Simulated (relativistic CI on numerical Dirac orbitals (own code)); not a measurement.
Ta55+: sensitivity of the levels to the model

Base calculation: Dirac-Coulomb-Breit CI, orbitals from a KLI potential per configuration, QED by a radiative potential, unscaled Slater integrals.

Configuration list (outside the closed core [Ne]): 3s2 3p6, 3s2 3p5 3d, 3s 3p6 3d, 3s2 3p5 4s, 3s2 3p5 4p, 3s2 3p5 4d, 3s 3p6 4s, 3p6 3d 4p, 3s2 3p5 4f, 3s 3p6 4p, 3s 3p6 4d, 3s 3p6 4f, 3s2 3p5 5s, 3s2 3p5 5p, 3s2 3p5 5d, 3s2 3p5 5f, 3s2 3p5 5g, 3s 3p6 5s, 3s 3p6 5p, 3s 3p6 5d, 3s 3p6 5f, 3p6 3d2, 3p5 3d3, 3p5 3d2 4s, 3p5 3d2 4p, 3p5 3d2 4d, 3p6 3d 4s, 3p5 3d 4s2, 3p5 3d 4s 4p, 3p5 3d 4s 4d, 3p6 4s2, 3p5 4s2 4p, 3p5 4s2 4d. Double excitations out of closed p, d and f shells are left out; levels of such configurations are missing from the list, as are those of other unlisted configurations, and high levels can miss mixing partners. These lack a partner that the ground configuration has and come out too high: 3s2 3p5 4f, 3s2 3p5 5s, 3s2 3p5 5p, 3s2 3p5 5d, 3s2 3p5 5f.

The lowest level and the first level of each name with at least 55 % of one term (blank where a level has no safe partner in the second run):

```
           Level  Base (eV)  Shift (eV)
    3s2 3p6 1S_0       0.00        0.00
3s2 3p5 3d 3P°_0     232.95       +0.53
3s2 3p5 3d 3P°_1     244.05       +0.53
3s2 3p5 3d 3F°_3     248.27       +0.53
3s2 3p5 3d 3F°_4     314.40       +0.53
3s2 3p5 3d 3D°_3     331.27       +0.53
3s2 3p5 3d 3F°_2     567.31       +0.53
  3s 3p6 3d 3D_1     782.91       +0.76
  3s 3p6 3d 3D_2     789.55       +0.76
  3s 3p6 3d 3D_3     856.23       +0.76
  3s 3p6 3d 1D_2     870.36       +0.76
    3p6 3d2 3F_2    1582.74       +1.38
    3p6 3d2 3P_0    1606.92       +1.38
    3p6 3d2 3F_3    1652.16       +1.38
    3p6 3d2 1G_4    1666.26       +1.38
    3p6 3d2 3P_1    1668.25       +1.38
    3p6 3d2 3F_4    1730.29       +1.38
    3p6 3d2 1S_0    1764.62       +1.38
   3p5 3d3 3I°_7    1966.99       +1.70
```

At this charge energies of transitions that change n are usually good to better than 1 %, and those within a shell (Δn = 0) to a few per cent.

(1) One thing was changed in a second run, which moved the levels as shown. Which?
A. QED terms removed
B. configuration mixing switched off
C. Breit term removed
D. P86 correlation estimate
E. non-relativistic limit
F. one mean potential for all configurations

Results:

(1) D. P86 correlation estimate. A correlation estimate moves all levels of a configuration together before mixing; mixed levels move by a weighted share.

LS names give the leading component of a level, which can be under half, so a name can repeat, a term be missing and a line seem to break the LS rules.
